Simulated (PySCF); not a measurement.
Computed shifts of a molecule CH10N2Si2, HF/pcSseg-1 (PySCF), GIAO, gas phase, equivalent atoms averaged, in ppm (number of nuclei): ¹⁵N: 13.4 (1), -10.4 (1). ¹³C: 28.0 (1). ²⁹Si: -29.8 (1), -54.1 (1). ¹H: 4.56 (3), 4.51 (2), 2.32 (1), 2.23 (1), 1.47 (1), 1.11 (1), 0.34 (1). References: ¹⁵N against NH3 (σ = 267.3 ppm); ¹³C against TMS (σ = 192.6 ppm); ²⁹Si against TMS (σ = 393.8 ppm); ¹H against TMS (σ = 31.99 ppm), references at their B3LYP-D3(BJ)/def2-TZVP geometries, non-relativistic. The structure is a stationary point at B3LYP-D3(BJ)/def2-SVP. The values are those of a single conformer.

Problem. Which structure fits?
A. C[SiH2]N[SiH2]N
B. C[Si@@H](N)[SiH2]N
C. N[SiH2]NC[SiH3]
D. NC[SiH2]N[SiH3]

Solution. D, NC[SiH2]N[SiH3]
